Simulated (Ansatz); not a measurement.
C4H12Ge, singlet, geometry from GFN2-xTB. Base run: HF/STO-3G (Ansatz, a quantum-chemistry and plane-wave program).

Here is a job for Ansatz.
Ansatz 0.2 input:
```yaml
crystal:
  periodic: [false, false, false]
  atoms:
    - {symbol: Ge, position_ang: [1.19204730, 0.56714476, -0.05754356]}
    - {symbol: C, position_ang: [-0.14291499, -0.40813352, 1.02478555]}
    - {symbol: C, position_ang: [-1.47181421, -0.75171789, 0.35417463]}
    - {symbol: C, position_ang: [-1.27787032, -1.78595875, -0.74868490]}
    - {symbol: C, position_ang: [-2.14060935, 0.49817568, -0.20427519]}
    - {symbol: H, position_ang: [2.47695911, 0.63797260, 0.70755841]}
    - {symbol: H, position_ang: [1.51822983, -0.07475567, -1.36893037]}
    - {symbol: H, position_ang: [0.79742154, 1.98087734, -0.34754028]}
    - {symbol: H, position_ang: [-0.33651492, 0.20244411, 1.91116398]}
    - {symbol: H, position_ang: [0.32633876, -1.32831449, 1.38212088]}
    - {symbol: H, position_ang: [-2.13107858, -1.18576940, 1.11818937]}
    - {symbol: H, position_ang: [-0.64106043, -1.38068517, -1.53369694]}
    - {symbol: H, position_ang: [-2.23428227, -2.05938865, -1.18936037]}
    - {symbol: H, position_ang: [-0.81099573, -2.68634650, -0.35444740]}
    - {symbol: H, position_ang: [-1.53940228, 0.90778741, -1.01628749]}
    - {symbol: H, position_ang: [-2.24171535, 1.25754145, 0.56886375]}
    - {symbol: H, position_ang: [-3.13015973, 0.26581165, -0.59224003]}
basis:
  gaussian:
    orbitals: STO-3G
hamiltonian:
  xc: hf
```

The bond that is stretched is that between atoms 8 and 1. A test that says stable can miss a lower solution.

The base run was repeated with changes; each row names its change, and settings that it needs were set with it.

```csv
change,ΔE vs base (kcal/mol),<S^2>,stability test says
base,0.000,0.000,minimum (restricted orbitals)
spin_polarized = on; lower_state_search = off,0.000,0.000,undecided (no full test)
spin_polarized = on; lower_state_search = standard,0.000,0.000,minimum
bond × 1.25,32.42,0.000,minimum (restricted orbitals)
spin_polarized = on; lower_state_search = off; bond × 1.25,32.42,0.000,undecided (no full test)
spin_polarized = on; lower_state_search = standard; bond × 1.25,32.42,0.000,minimum
bond × 1.5,84.5,0.000,minimum (restricted orbitals)
spin_polarized = on; lower_state_search = off; bond × 1.5,84.5,0.000,undecided (no full test)
spin_polarized = on; lower_state_search = standard; bond × 1.5,77.9,0.438,minimum
bond × 1.8,145.1,0.000,minimum (restricted orbitals)
spin_polarized = on; lower_state_search = off; bond × 1.8,145.1,0.000,undecided (no full test)
spin_polarized = on; lower_state_search = standard; bond × 1.8,98.4,0.867,minimum
bond × 2.2,202.4,0.000,minimum (restricted orbitals)
spin_polarized = on; lower_state_search = off; bond × 2.2,202.4,0.000,undecided (no full test)
spin_polarized = on; lower_state_search = standard; bond × 2.2,104.4,0.986,minimum
bond × 3.0,248.8,0.000,minimum (restricted orbitals)
spin_polarized = on; lower_state_search = off; bond × 3.0,105.4,1.003,undecided (no full test)
spin_polarized = on; lower_state_search = standard; bond × 3.0,105.4,1.003,minimum
```

Where a bond breaks into two radicals, a solution with restricted orbitals usually stops being the lowest and lies too high; an unrestricted one lies lower at the price of spin contamination, which <S^2> shows.
